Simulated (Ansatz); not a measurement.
Reaction (formal exchange of groups at the Si–Te bond): `O[SiH](F)[TeH]` + `C#CS` → `O[SiH2]F` + `SC#C[TeH]`

Calculated with Ansatz (gas phase, PBE0-D4/def2-TZVP geometries, no zero-point term in ΔE). CBS: MP2 limit from def2 TZ/QZ plus the TZ coupled-cluster correction, frozen cores. This one scheme is used for every species. Functionals use def2-TZVPP. HSE06 is defined as in plane-wave codes. Elements past krypton have def2 core potentials. For Te outer-core shells are correlated without core-valence functions, which leaves a few kJ/mol of doubt a bond. Each species was taken in one conformer, which may not be the lowest.

```json
{"level": "PBE0-D4", "ΔE (kJ/mol)": "77.8", "difference from CCSD(T)/CBS": "3.0"}
{"level": "r2SCANh-D4", "ΔE (kJ/mol)": "77.2", "difference from CCSD(T)/CBS": "2.4"}
{"level": "CAM-B3LYP-D4", "ΔE (kJ/mol)": "72.6", "difference from CCSD(T)/CBS": "-2.2"}
{"level": "ωB97X-V", "ΔE (kJ/mol)": "75.0", "difference from CCSD(T)/CBS": "0.2"}
{"level": "B2PLYP", "ΔE (kJ/mol)": "68.4", "difference from CCSD(T)/CBS": "-6.4"}
{"level": "PBE-QIDH", "ΔE (kJ/mol)": "74.2", "difference from CCSD(T)/CBS": "-0.6"}
{"level": "r2SCAN0", "ΔE (kJ/mol)": "78.8", "difference from CCSD(T)/CBS": "4.0"}
{"level": "HSE06", "ΔE (kJ/mol)": "76.1", "difference from CCSD(T)/CBS": "1.3"}
{"level": "CAM-B3LYP", "ΔE (kJ/mol)": "71.1", "difference from CCSD(T)/CBS": "-3.7"}
{"level": "HF/def2-SVP", "ΔE (kJ/mol)": "79.6", "difference from CCSD(T)/CBS": "4.8"}
{"level": "CCSD(T)/CBS", "ΔE (kJ/mol)": "74.8", "difference from CCSD(T)/CBS": "0"}
```

Largest T1 diagnostic among the species: 0.013.

From BLYP to BHLYP (50 % exact exchange), in def2-TZVPP and without D4, ΔE moves by +6.3 kJ/mol. In def2-TZVPP, CCSD(T) changes the Hartree–Fock value by −4.6 kJ/mol (the triples alone add −1.6 kJ/mol) and MP2 by −5.2 kJ/mol.
